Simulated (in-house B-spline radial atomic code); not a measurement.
Sc2+ is squeezed into an impenetrable sphere of radius R (the orbitals vanish at R). No spin polarisation. Computed with an all-electron radial atomic-structure program (B-spline basis): scalar-relativistic (X2C) PBE, spherical fractional occupations, Fermi nucleus of rms radius 3.5459 fm.

Energies in eV above the free ion in [Ar] 3d1:

| R (bohr) | highest level (eV) | [Ar] 3d1 | [Ne] 3s2 3p5 3d2 |
| --- | --- | --- | --- |
| 9.79 | -17.9 | 1.182e-05 | 31.21 |
| 5.58 | -17.8 | 0.03526 | 31.26 |
| 5.07 | -17.7 | 0.08557 | 31.34 |
| 4.6 | -17.5 | 0.1945 | 31.51 |
| 3.54 | -15.9 | 1.47 | 33.34 |
| 2.91 | -12.4 | 6.301 | 39.25 |
| 2.7 | -10 | 10.77 | 44.33 |
| 2.15 | 3.41 | 48.44 | 84.41 |
| 1.91 | 15.9 | 97.06 | 134.2 |
| 1.22 | 127 | 846.4 | 869.3 |

Task: Does [Ne] 3s2 3p5 3d2 fall below [Ar] 3d1 under compression?

Result: No, it stays above over the whole range.

The highest level is first positive in the row R = 2.15 bohr, pushed up by confinement above the zero of the free ion's potential. Each configuration is held fixed and needn't be the lowest in the sphere.
